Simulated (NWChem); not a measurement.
A series in which one site is exchanged, each optimised at PBE0/def2-SVP with NWChem, gas phase unless a solvent is named. All stand in one matching conformer (torsions within 35°), which need not be the lowest. Low-valent species are run as closed-shell singlets; no triplet was tried in these runs. Some are not confirmed as minima by frequencies. def2 effective core potentials on Sn, I; no spin-orbit coupling.

A: [OH][SnH] (SnH2O; site = H)
B: [OH][Sn][I] (SnHOI; site = I)
C: [OH][Sn][Br] (SnHOBr; site = Br)
D: [OH][Sn][F] (SnHOF; site = F)

| quantity | A | B | C | D |
|---|---|---|---|---|
| dipole (D), PBE0/def2-SVP | (withheld) | 1.74 | 1.76 | 1.67 |
| orbital gap (eV), PBE0/def2-SVP | (withheld) | 4.61 | 5.10 | 5.76 |
| static polarisability, CAM-B3LYP/def2-SVPD (bohr³) | (withheld) | 84.4 | 68.1 | 42.5 |

### Question
What belongs in the gaps?

### Answer

- dipole (D), PBE0/def2-SVP, A: 1.23
- orbital gap (eV), PBE0/def2-SVP, A: 4.41
- static polarisability, CAM-B3LYP/def2-SVPD (bohr³), A: 48.4
